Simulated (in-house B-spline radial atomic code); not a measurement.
## Ionising Co XVIII (Co17+) with different functionals

Computed with an all-electron radial atomic-structure program (B-spline basis): scalar-relativistic (spin-free X2C) Hamiltonian, Fermi nucleus of rms radius 3.7875 fm, spin-polarised at highest spin, spherical fractional occupations for the functionals, the average over the highest-spin determinants for Hartree-Fock. The ionisation energy is the difference of two self-consistent energies, [He] 2s2 2p6 → [He] 2s2 2p5, without Breit or QED terms; ε is the level of the shell that loses the electron (its least bound occupied spin orbital).

Hybrids are left out here: with spherical fractional occupations of an open shell their exact exchange keeps a self-interaction that integer-occupation calculations don't have.

```csv
method,rung,ΔSCF (eV),-ε(2p) (eV)
Hartree-Fock,Hartree-Fock,1401.64,1404.74
RPBE,GGA,?,?
AM05,GGA,?,?
revTPSS,meta-GGA,1402.81,1354.08
```

Question: What does AM05 give?

Answer: ΔSCF 1401.34 eV, and -ε(2p) = 1352.39 eV.

Question: What does RPBE give?

Answer: ΔSCF 1402.53 eV, and -ε(2p) = 1353.57 eV.

Question: How do they compare with the NIST value?

Answer: NIST lists 1397.2 eV ± 0.5 (measured, ground level to ground level). Errors run from +4.14 to +5.61 eV. The correlated functionals all miss on the same side by more than they spread, so the cause is common to them (spin-orbit coupling, Breit-QED terms, multiplet and fine-structure energies, or a listed next ion that isn't the cheapest removal here) and closeness doesn't rank the functionals. Hartree-Fock also lacks correlation.
